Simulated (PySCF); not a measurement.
Compound: C₆H₃F₃O.
Atom-mapped SMILES: `[F:1][C:2]([F:3])=[C:4]([F:5])[c:6]1[cH:7][cH:8][cH:9][o:10]1`

NICS = −σ at a ghost point: NICS(0) at the centroid of the ring atoms, NICS(1) 1 Å to either side along the normal of their mean plane, zz for the tensor component along that normal. Level: GIAO PBE0/pcSseg-1 (PySCF, non-relativistic, gas phase) on the GFN2-xTB geometry, one conformer.

Ring bond lengths (Å), with Mayer bond orders in brackets: C6–C7 1.375 (1.49), C7–C8 1.410 (1.28), C8–C9 1.363 (1.59), C9–O10 1.340 (1.10), O10–C6 1.350 (1.05).

Problem. What do the NICS probes read (ppm)?

Solution. 
```tsv
ring	type	NICS(0)	NICS(1), two faces	NICS(1)zz, two faces	rms pucker (Å)	centre to ring atoms, mean (Å)
C6–C7–C8–C9–O10	5-membered ring with O; formal bonds all aromatic	-11.4	-9.9 / -9.9	-25.3 / -25.3	0.00	1.16
```

Problem. What do they say, and how far can they be read as aromaticity?

Solution. 
- C6–C7–C8–C9–O10: mean NICS(1)zz -25.3 ppm, shielded. The ring is flat and has no four-coordinate atom; by the NICS criterion it is aromatic.

Problem. What does the geometric index give? HOMA = 1 − mean of α(R − Ropt)² over the ring bonds, with Krygowski's 1993 parameters (CC: Ropt 1.388 Å, α 257.7 Å⁻²; CO: Ropt 1.265 Å, α 157.38 Å⁻²).

Solution. 
- C6–C7–C8–C9–O10: HOMA 0.53; the largest term is that of O10–C6, α(R − Ropt)² = 1.13.

Problem. What are the shieldings of the ring atoms and their hydrogens in the same run (means over atoms taken as equivalent)?

Solution. 
```
  atoms                        environment  σ isotropic (ppm)
     C6        substituted aromatic carbon               37.9
     C7                 aromatic CH carbon               70.4
     C8                 aromatic CH carbon               68.2
     C9  aromatic CH next to a ring oxygen               38.5
    O10                  furan-type oxygen               48.4
H on C7                  aromatic hydrogen              24.78
H on C8                  aromatic hydrogen              24.88
H on C9                  aromatic hydrogen              24.10
```

Shape of the structure used: `[F:1][C:2]([F:3])=[C:4]([F:5])[c:6]1[cH:7][cH:8][cH:9][o:10]1`: C2–C4–C6–C7 180°.
